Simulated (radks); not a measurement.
Fractional charge and spin in the 4p shell of palladium: the spin-up occupation runs from 2 to 3 and the spin-down occupation from 2 to 3; the fullest corner is Pd2+, [Ar] 3d10 4s2 4d(up 4, down 4) 4p(up 3, down 3). All-electron calculation, scalar-relativistic Kohn-Sham, SCAN, spin-polarised, spherical densities, finite nucleus; meta-GGA in the generalised Kohn-Sham scheme; Fermi nuclear charge, rms radius of each element as measured or else 0.836 A^(1/3) + 0.57 fm. Program: a radial shooting solver on a logarithmic mesh with Libxc functionals. Energy (eV) above the fullest corner. The planes named below are the two flat planes that join the four corners, with an edge along up + down = one added electron.

\begin{tabular}{lrrr}
down \ up & 2 & 2.5 & 3 \\ \hline
2 & 189.605 & 135.478 & 85.691 \\
2.5 & 135.478 & 86.118 & 40.860 \\
3 & 85.691 & 40.860 & 0.000 \\
\end{tabular}

Corners above the fullest one (they belong to Pd3+ and the next ion): (up 3, down 2) 85.691 eV, (up 2, down 3) 85.691 eV, (up 2, down 2) 189.60 eV. With half an added electron in each spin the energy lies 0.427 eV from the planes, and with half an added electron in spin up alone -2.169 eV. The planes are only a guide here: the flat-plane condition holds for ground states with one frontier orbital, while this shell lies below other occupied shells, so the corners above the fullest one are inner-hole states and not the ground states of those ions.
